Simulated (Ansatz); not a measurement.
CH2FNSSi, SMILES `FC1=N[SiH2]S1`, relaxed with RKS PBE0-D4/def2-TZVP in Ansatz from a PBE-D4/def2-SVP geometry. The force threshold is 0.005 eV/Å; the program also tests the step.

The species carries charge 0 and has multiplicity 1.

Start:

```xyz
7

F     0.027    0.750    2.430
C     0.013    0.365    1.158
N     0.009    1.167    0.158
Si   -0.010   -0.200   -0.987
S     0.001   -1.419    0.854
H     1.225   -0.339   -1.820
H    -1.264   -0.325   -1.793
```

How much energy does the relaxation release, and in how many steps? (Estimate.)

Computed: 4.89 kJ/mol, in 6 steps.

Which bonds change most? (Estimate.)

The calculation gave: Si4–S5 from 2.208 to 2.172 Å; C2–S5 from 1.810 to 1.779 Å; N3–Si4 from 1.784 to 1.755 Å.

Give the relaxed structure. (Estimate.)

Computed: 
```xyz
7

F     0.028    0.746    2.402
C     0.013    0.356    1.145
N     0.008    1.145    0.158
Si   -0.011   -0.197   -0.973
S     0.000   -1.396    0.839
H     1.208   -0.335   -1.797
H    -1.247   -0.321   -1.773
```
